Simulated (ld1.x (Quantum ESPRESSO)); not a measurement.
## Scattering properties, TM potential for mercury

Hg (Z = 80), norm-conserving Troullier–Martins (Kleinman–Bylander form), made with ld1.x (Quantum ESPRESSO) 7.5 (LDA (PZ), scalar-relativistic). Core [Xe] 4f14, reference 5d10 6s2 6p0. Waves: 6s (bound): rc 1.90 bohr; 5d (bound): rc 1.65 bohr; 6p (bound, empty): rc 2.90 bohr. Local part: the p channel. Core correction: a·sin(br)/r model core, default radius (core density twice the valence density).

The phase is arctan(r·u′/u) with u = r·R(r), unwrapped; energies in Ry, scanned from -3 to 5 Ry. A pole is an energy at which the radial function vanishes at the test radius. The pseudo phase is shifted by a multiple of π to meet the all-electron one at the reference energy, and phase errors are pseudo minus all-electron; the curves can meet again beyond the range given. Levels narrower than the energy grid can be missing from the lists of poles.

```tsv
channel	radius (bohr)	reference energy (Ry)	poles, all-electron	poles, pseudo	unbroken range about the reference energy with phases within 0.05 rad	phase error 1 Ry above the reference energy (rad)
s	3.16	-0.52	0.21	0.19, 3.67	below 1.4	-0.007
p	3.16	-0.09	1.40	1.34	below 2.4	-0.007
d	3.16	-0.74	-0.65, 3.46	-0.65, 4.33	below 0.5	+0.027
```

Phases in the s channel:

| E (Ry) | all-electron | pseudo |
| --- | --- | --- |
| -3.00 | 1.361 | 1.360 |
| -2.76 | 1.348 | 1.347 |
| -2.52 | 1.332 | 1.331 |
| -2.28 | 1.312 | 1.312 |
| -2.04 | 1.287 | 1.286 |
| -1.80 | 1.251 | 1.250 |
| -1.56 | 1.199 | 1.198 |
| -1.32 | 1.111 | 1.110 |
| -1.08 | 0.934 | 0.932 |
| -0.84 | 0.443 | 0.440 |
| -0.60 | -0.671 | -0.671 |
| -0.36 | -1.242 | -1.243 |
| -0.12 | -1.444 | -1.446 |
| 0.12 | -1.545 | -1.548 |
| 0.36 | -1.610 | -1.615 |
| 0.60 | -1.659 | -1.668 |
| 0.84 | -1.703 | -1.717 |
| 1.08 | -1.746 | -1.770 |
| 1.32 | -1.795 | -1.836 |
| 1.56 | -1.856 | -1.935 |
| 1.80 | -1.940 | -2.118 |
| 2.04 | -2.072 | -2.566 |
| 2.28 | -2.312 | -3.560 |
| 2.52 | -2.803 | -4.195 |
| 2.76 | -3.537 | -4.434 |
| 3.00 | -4.034 | -4.551 |
| 3.24 | -4.277 | -4.624 |
| 3.48 | -4.407 | -4.677 |
| 3.72 | -4.487 | -4.721 |
| 3.96 | -4.541 | -4.763 |
| 4.20 | -4.580 | -4.808 |
| 4.44 | -4.611 | -4.863 |
| 4.68 | -4.636 | -4.942 |
| 4.92 | -4.656 | -5.082 |
